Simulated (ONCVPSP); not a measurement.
# Zn: excitation energies, all-electron against ONCV

ONCVPSP 4.0.1 input, shortened (lines: element, Z, core and valence counts, functional; n l f; lmax; l rc ep ncon nbas qcut; lloc lpopt rc5 dvloc0; l nproj debl; icmod fcfact rcfact), PBE, scalar-relativistic:

```
  Zn 30.00    3    3        4      upf
    1    0    2.00
    2    0    2.00
    2    1    6.00
    3    0    2.00
    3    1    6.00
    3    2   10.00
    2
    0    1.00    0.00    3    7    9.90
    1    1.15    0.00    4    8   10.40
    2    0.90    0.00    5   10   18.00
    4    5    0.90    1.00
    0    1    0.60
    1    2    3.40
    2    2    1.00
    1    0.65    0.00
```

In the p channel the program set the typed energies aside and used -3.833, 0.250 Ha. In the d channel the program set the typed energies aside and used -1.134, 0.250 Ha.

Energies are relative to the spin-unpolarised reference configuration 3s2 3p6 3d10; without spin polarisation the order of configurations can differ from experiment.

| valence configuration | charge | ΔE all-electron (eV) | error AE − PS (meV) |
| --- | --- | --- | --- |
| 3s2 3p6 3d10 4s2 | 0 | -28.331 | +414 |
| 3s2 3p6 3d10 4s1 | +1 | -18.443 | +266 |
| 3s2 3p6 3d10 4s1.5 | +0.5 | -24.390 | +354 |

(1) What are ΔE and the potential's error for 3s2 3p6 3d9?

Results:

(1) ΔE = 40.534 eV all-electron; the error (AE − PS) is -0.4 meV.
